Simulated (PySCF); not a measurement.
UHF on Ce⁴²⁺ (cerium, charge +42)

Configuration: [Ne] 3s2 3p4, high-spin 3P determinant. Computed with PySCF 2.14 in an even-tempered Gaussian basis (19 s from 7.7 bohr⁻², ratio 2.2; 12 p from 10 bohr⁻², ratio 2.2; 5 d from 44 bohr⁻², ratio 2.4; 4 f from 66 bohr⁻², ratio 2.4; 4 g from 98 bohr⁻², ratio 2.4), with the non-relativistic Hamiltonian (point nucleus).

```json
{
 "Total energy": "-7008.031673 hartree",
 "One-electron energy": "-7806.8335 hartree",
 "Hartree (Coulomb) energy": "915.3630 hartree",
 "Exchange energy": "-116.5612 hartree",
 "Kinetic energy": "7008.19393 hartree",
 "⟨S²⟩": "2.0008",
 "⟨L²⟩": "2.003",
 "Sum of ⟨r⟩": "2.380 bohr",
 "Sum of ⟨r²⟩": "0.5494 bohr²",
 "Traceless quadrupole moment −½Σ⟨3z² − r²⟩ along its main axis": "-0.0296 e·bohr²",
 "Density at the nucleus (Gaussians lack the cusp)": "137000 bohr⁻³",
 "Spin density at the nucleus": "3.55 bohr⁻³"
}
```

```csv
shell,electrons,mean orbital energy (hartree),spread (hartree),"rms radius, mean of both spins (bohr)"
1s α,1,-1517.46387,0,0.0303
1s β,1,-1517.07805,0,0.0303
2s α,1,-315.10061,0,0.119
2s β,1,-314.84586,0,0.119
2p α,3,-303.51727,0.28418,0.103
2p β,3,-303.05917,0.20322,0.103
3s α,1,-124.38947,0,0.283
3s β,1,-122.91179,0,0.283
3p α,3,-119.60361,0.45253,0.271
3p β,1,-118.90009,0,0.271
```

A non-relativistic calculation at this Z misses sizeable relativistic shifts. Spin-orbit coupling is strong in this species (close to jj coupling), so the high-spin LS determinant is a model state, not a physical level.

Spin-orbit constants ζ (cm⁻¹) from the X2C one-electron operator on these orbitals (non-relativistic here): bare nucleus, nucleus screened by l(l+1)(2l+1)/3 electrons, and screened by the Breit-Pauli mean field of the electrons.

```json
{"shell": "2p", "bare": "1986000", "screened nucleus": "1918000", "mean field": "1885000"}
{"shell": "3p", "bare": "473000", "screened nucleus": "456700", "mean field": "449000"}
```

To first order the Landé constant is A = -224500 cm⁻¹, so the lowest level has J = 2 and lies 27.8 eV below the centre of the term. This holds in LS coupling only, and this species is close to jj coupling.
